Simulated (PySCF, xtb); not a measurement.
3-silyloxypropanenitrile (C₃H₇NOSi), SMILES N#CCCO[SiH3].

GFN2-xTB (xtb) at its own geometry gives an orbital gap of 5.60 eV and a dipole moment of 2.81 D.

The structure is a stationary point at r2SCAN-D4/def2-SVP. One conformer was computed; it need not be the lowest.

Problem. What does B3LYP/def2-TZVP in PySCF give? (Estimate from the structure and the level; the computed values follow.)

Solution. gap 8.08 eV (levels -8.45 and -0.37 eV), dipole 3.52 D.
